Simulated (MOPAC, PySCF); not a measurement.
C₂H₁₂O₂Si₂Sn, SMILES `[O](C)[Sn]([SiH3])([O]C)[SiH3]` (C–O–Sn–Si torsion 45°, Si–Sn–O–C torsion -179°), neutral singlet in the gas phase. 

Cartesian coordinates (Å):
```xyz
19

C      2.2682    -0.2222    -1.3317
O      1.7112    -0.3073    -0.0543
Sn    -0.2711    -0.3842     0.1901
Si    -1.2943    -2.0367    -1.4972
Si    -0.4943    -0.4972     2.7518
O     -0.9597     1.3712    -0.4728
C     -0.6178     2.5603     0.1740
H      1.9655    -1.0582    -1.9970
H      3.3682    -0.2630    -1.2466
H      2.0118     0.7199    -1.8546
H     -2.7563    -2.1751    -1.2269
H     -0.6364    -3.3688    -1.3414
H     -1.0805    -1.5281    -2.8836
H     -1.9173    -0.2487     3.1323
H      0.3819     0.5382     3.3737
H     -0.0887    -1.8549     3.2226
H     -1.1563     3.3967    -0.3049
H      0.4646     2.7885     0.1179
H     -0.8985     2.5696     1.2484
```
Charge 0, multiplicity 1.

All levels are single points at this geometry (PBE0-D4/def2-SVP); Pople sets use spherical d functions. Orbital energies aren't observables, and empty levels follow the basis.

```
level                                     HOMO (eV)  LUMO (eV)  gap (eV)  dipole (D)  vertical IE, Delta-SCF (eV)
----------------------------------------  ---------  ---------  --------  ----------  ---------------------------
B3LYP-D3(BJ)/def2-TZVP in PySCF               -7.14      -1.08      6.06        1.35                         8.88
PBE0-D4/def2-TZVP in PySCF                    -7.38      -0.90      6.47        1.37                         8.97
B3LYP/6-311+G** (LANL2DZ on Sn) in PySCF      -7.19      -1.18      6.01        1.54                            –
B3LYP/6-31G* (LANL2DZ on Sn) in PySCF         -6.88      -0.74      6.13        1.31                         8.76
BP86/6-31G* (LANL2DZ on Sn) in PySCF          -5.72      -1.39      4.32        1.09                            –
M06-2X/6-31G* (LANL2DZ on Sn) in PySCF        -8.55       0.08      8.64        1.40                            –
PBE/6-31G* (LANL2DZ on Sn) in PySCF           -5.59      -1.33      4.27        1.09                            –
PM6 in MOPAC                                  -9.14      -0.84      8.30        1.36                            –
PM7 in MOPAC                                  -9.78      -0.38      9.40        0.59                            –
```
